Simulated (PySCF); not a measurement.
C3H9SSi (SMILES C[Si](C)(C)[S]), doublet, at a GFN2-xTB geometry; PySCF with DF-REVPBE/STO-3G.

Here is a job for PySCF.
```python
from pyscf import gto, scf, dft

mol = gto.M(
    atom='''
C    -0.65581910    1.47443797   -1.21466416
Si   -0.06314066   -0.07709093   -0.27769055
C     1.51624336   -0.77988421   -1.08271036
C    -1.43721760   -1.39878350   -0.23934351
S     0.39453478    0.48170308    1.73515090
H    -0.89939338    1.23332074   -2.24460081
H    -1.54195054    1.89709658   -0.75084446
H     0.11073349    2.24341738   -1.22277179
H     1.87634128   -1.65065181   -0.54318165
H     1.32639151   -1.07675845   -2.10938335
H     2.31359264   -0.04286782   -1.08894708
H    -1.70011851   -1.71096520   -1.24515718
H    -2.33442814   -1.01686300    0.23830482
H    -1.11899547   -2.27832619    0.31214292
''',
    basis='sto-3g',
    spin=1,
    verbose=4,
)

mf = dft.UKS(mol)
mf.xc = 'revpbe'
mf = mf.density_fit(auxbasis='def2-universal-jkfit')
mf.kernel()
```

It wrote (shortened):

```
PySCF version 2.14.0

[INPUT] verbose = 4
[INPUT] num. atoms = 14
[INPUT] num. electrons = 57
[INPUT] charge = 0
[INPUT] spin (= nelec alpha-beta = 2S) = 1
[INPUT] symmetry False subgroup None
[INPUT] Mole.unit = angstrom
[INPUT] Symbol           X                Y                Z      unit          X                Y                Z       unit  Magmom
[INPUT]  1 C     -0.655819100000   1.474437970000  -1.214664160000 AA   -1.239318486259   2.786283950960  -2.295382595725 Bohr   0.0
[INPUT]  2 Si    -0.063140660000  -0.077090930000  -0.277690550000 AA   -0.119318554724  -0.145680744388  -0.524759086880 Bohr   0.0
[INPUT]  3 C      1.516243360000  -0.779884210000  -1.082710360000 AA    2.865284688590  -1.473767565773  -2.046026052629 Bohr   0.0
[INPUT]  4 C     -1.437217600000  -1.398783500000  -0.239343510000 AA   -2.715947645405  -2.643317722561  -0.452293683592 Bohr   0.0
[INPUT]  5 S      0.394534780000   0.481703080000   1.735150900000 AA    0.745562680816   0.910286894559   3.278959985793 Bohr   0.0
[INPUT]  6 H     -0.899393380000   1.233320740000  -2.244600810000 AA   -1.699607166447   2.330638422346  -4.241680789877 Bohr   0.0
[INPUT]  7 H     -1.541950540000   1.897096580000  -0.750844460000 AA   -2.913864218225   3.584992968049  -1.418890391547 Bohr   0.0
[INPUT]  8 H      0.110733490000   2.243417380000  -1.222771790000 AA    0.209255968917   4.239444431289  -2.310703795944 Bohr   0.0
[INPUT]  9 H      1.876341280000  -1.650651810000  -0.543181650000 AA    3.545771135416  -3.119279847918  -1.026464554389 Bohr   0.0
[INPUT] 10 H      1.326391510000  -1.076758450000  -2.109383350000 AA    2.506516687848  -2.034778572811  -3.986156823218 Bohr   0.0
[INPUT] 11 H      2.313592640000  -0.042867820000  -1.088947080000 AA    4.372056453409  -0.081008439357  -2.057811745345 Bohr   0.0
[INPUT] 12 H     -1.700118510000  -1.710965200000  -1.245157180000 AA   -3.212758363204  -3.233255636662  -2.353006052236 Bohr   0.0
[INPUT] 13 H     -2.334428140000  -1.016863000000   0.238304820000 AA   -4.411429842078  -1.921592576204   0.450330843964 Bohr   0.0
[INPUT] 14 H     -1.118995470000  -2.278326190000   0.312142920000 AA   -2.114594972929  -4.305412521524   0.589864630522 Bohr   0.0

nuclear repulsion = 285.985268186605
number of shells = 28
number of NR pGTOs = 126
number of NR cGTOs = 42
basis = sto-3g
ecp = {}

******** <class 'pyscf.df.df_jk.DFUKS'> ********
method = DFUKS
initial guess = minao
damping factor = 0
level_shift factor = 0
DIIS = <class 'pyscf.scf.diis.CDIIS'>
diis_start_cycle = 1
diis_space = 8
diis_damp = 0
SCF conv_tol = 1e-09
SCF conv_tol_grad = None
SCF max_cycles = 50
direct_scf = False
number electrons alpha = 29  beta = 28
XC library pyscf.dft.libxc version 7.1.2
    S. Lehtola, C. Steigemann, M. J. T. Oliveira, and M. A. L. Marques,  SoftwareX 7, 1–5 (2018)
XC functionals = revpbe
    Y. Zhang and W. Yang,  Phys. Rev. Lett. 80, 890 (1998)
    J. P. Perdew, K. Burke, and M. Ernzerhof,  Phys. Rev. Lett. 77, 3865 (1996)
    J. P. Perdew, K. Burke, and M. Ernzerhof,  Phys. Rev. Lett. 78, 1396 (1997)
radial grids:
    Treutler-Ahlrichs [JCP 102, 346 (1995); DOI:10.1063/1.469408] (M4) radial grids

becke partition: Becke, JCP 88, 2547 (1988); DOI:10.1063/1.454033
pruning grids: <function nwchem_prune>
grids dens level: 3
symmetrized grids: False
atomic radii adjust function: <function treutler_atomic_radii_adjust>
small_rho_cutoff = 0
Set gradient conv threshold to 3.16228e-05
tot grids = 168688
init E= -797.721733759827

cycle= 1 E= -798.031836206038  delta_E= -0.31  |g|= 0.309  |ddm|= 3.14
cycle= 2 E= -798.010592743975  delta_E= 0.0212  |g|= 0.359  |ddm|= 1.04
cycle= 3 E= -798.099093689646  delta_E= -0.0885  |g|= 0.0134  |ddm|= 0.563
cycle= 4 E= -798.099282355759  delta_E= -0.000189  |g|= 0.00227  |ddm|= 0.0378
cycle= 5 E= -798.099287478545  delta_E= -5.12e-06  |g|= 0.00128  |ddm|= 0.00821
cycle= 6 E= -798.099288843922  delta_E= -1.37e-06  |g|= 0.000197  |ddm|= 0.00277
cycle= 7 E= -798.099288883961  delta_E= -4e-08  |g|= 5.73e-05  |ddm|= 0.000547
cycle= 8 E= -798.099288886585  delta_E= -2.62e-09  |g|= 2.96e-05  |ddm|= 0.000155
cycle= 9 E= -798.099288887203  delta_E= -6.18e-10  |g|= 6.07e-06  |ddm|= 6.32e-05
Extra cycle  E= -798.09928888721  delta_E= -6.82e-12  |g|= 6.63e-06  |ddm|= 3.79e-05
converged SCF energy = -798.09928888721  <S^2> = 0.75101325  2S+1 = 2.001013
```
